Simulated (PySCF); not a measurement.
**Energy of Ni⁺ (nickel, charge +1) between two integer charges**

The 3d beta orbital of [Ar] 3d9 is emptied in steps (occupation f), with all orbitals relaxed, ending at [Ar] 3d8. Calculation: PySCF 2.14, in aug-cc-pVDZ (7s6p4d2f, 59 functions); the non-relativistic Hamiltonian (point nucleus). The exact energy is a straight line in f; departures are measured from the line between the end points of the same method.

```
   f  BHandHLYP (eV)  wB97X (eV)  r2SCAN0 (eV)
   1           0.000       0.000         0.000
0.75          -0.325      -0.359        -0.742
 0.5          -0.462      -0.505        -1.006
0.25          -0.366      -0.395        -0.764
   0           0.000       0.000         0.000
```

Q: For r2SCAN0, how does the orbital energy at f = 1 compare with the removal energy?

A: −ε = 13.786 eV against a total-energy difference of 17.660 eV. By Janak's theorem ε = ∂E/∂f, so the gap between them reflects the curvature. Along the path −ε is 15.626 (f = 0.75), 17.602 (f = 0.5), 19.663 (f = 0.25) eV.

```
   method  E(f=0) − E(f=1) (eV)  −ε at f=1 (eV)  −ε at f=0.5 (eV)
BHandHLYP                17.634          16.039            17.524
    wB97X                18.309          16.513            18.214
  r2SCAN0                17.660          13.786            17.602
```

Reference removal energy between the ground levels: 18.169 eV (measured; NIST Atomic Spectra Database, ionization energies). The calculation has no spin-orbit coupling. The determinant left behind need not be the lowest term of the ion.
